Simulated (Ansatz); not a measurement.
Ansatz (an electronic-structure program) input (B3LYP-D3(BJ)/def2-TZVP):

Ansatz 0.2 input:
```yaml
crystal:
  periodic: [false, false, false]
  atoms:
    - {symbol: C, position_ang: [-2.79361339, 0.74165184, 0.59089898]}
    - {symbol: C, position_ang: [-1.89291482, -0.06843557, -0.33118715]}
    - {symbol: C, position_ang: [-0.67966691, -0.64464109, 0.42584805]}
    - {symbol: C, position_ang: [0.20100587, -1.45012731, -0.45713888]}
    - {symbol: S, position_ang: [1.23423295, -0.77154218, -1.64440400]}
    - {symbol: C, position_ang: [2.04337034, 0.62569533, -0.76922589]}
    - {symbol: C, position_ang: [2.90532935, 0.13993218, 0.37951553]}
    - {symbol: H, position_ang: [-2.24635144, 1.57428099, 1.02905099]}
    - {symbol: H, position_ang: [-3.17272936, 0.11903824, 1.39867744]}
    - {symbol: H, position_ang: [-3.64120075, 1.14144946, 0.03872112]}
    - {symbol: H, position_ang: [-1.53277864, 0.56253042, -1.14723870]}
    - {symbol: H, position_ang: [-2.45927438, -0.89051442, -0.77352312]}
    - {symbol: H, position_ang: [-0.13132399, 0.18358277, 0.88043419]}
    - {symbol: H, position_ang: [-1.04267050, -1.28713958, 1.23290822]}
    - {symbol: H, position_ang: [-0.13489784, -2.43241072, -0.74678869]}
    - {symbol: H, position_ang: [2.64231989, 1.11374771, -1.53680096]}
    - {symbol: H, position_ang: [1.26776153, 1.31357456, -0.43633666]}
    - {symbol: H, position_ang: [2.30642219, -0.41726852, 1.09683495]}
    - {symbol: H, position_ang: [3.36280775, 0.98738871, 0.88689830]}
    - {symbol: H, position_ang: [3.69257787, -0.51326153, 0.01055446]}
basis:
  gaussian:
    orbitals: def2-TZVP
hamiltonian:
  xc: b3lyp
  dispersion: d3bj
magnetization: {spin_polarized: true, initial_magnetization: 1}
relax: {f_tol: 0.002, max_steps: 150}
```

End of the output:

```
Atom 6 at     2.821698     0.250790     0.400240 Å, force    -0.000100    -0.000205     0.000033 eV/Å
Atom 7 at    -2.083741     1.548742     1.149405 Å, force     0.000164    -0.000184    -0.000122 eV/Å
Atom 8 at    -3.155387     0.166747     1.371954 Å, force     0.000070    -0.000153    -0.000118 eV/Å
Atom 9 at    -3.474928     1.331786     0.086312 Å, force    -0.000037     0.000039     0.000111 eV/Å
Atom 10 at    -1.377662     0.631195    -1.093961 Å, force    -0.000592     0.000006     0.000155 eV/Å
Atom 11 at    -2.439067    -0.739562    -0.873070 Å, force     0.000059     0.000350     0.000218 eV/Å
Atom 12 at    -0.103443    -0.042959     0.961648 Å, force     0.000091     0.000058    -0.000014 eV/Å
Atom 13 at    -1.134224    -1.442959     1.135524 Å, force     0.000454     0.000019    -0.000233 eV/Å
Atom 14 at    -0.096509    -2.592503    -0.752158 Å, force    -0.000036    -0.000346    -0.000104 eV/Å
Atom 15 at     2.506319     1.088996    -1.575020 Å, force     0.000007    -0.000098    -0.000065 eV/Å
Atom 16 at     1.107315     1.215505    -0.524202 Å, force    -0.000020    -0.000217    -0.000002 eV/Å
Atom 17 at     2.268201    -0.308775     1.154252 Å, force    -0.000035     0.000080     0.000096 eV/Å
Atom 18 at     3.188201     1.172843     0.858450 Å, force     0.000025     0.000255     0.000108 eV/Å
Atom 19 at     3.680247    -0.351255     0.101657 Å, force     0.000110    -0.000066    -0.000049 eV/Å
Dipole moment:    -0.028962     0.224768     0.184492 e Å
```

It need not be the lowest isomer of its formula.
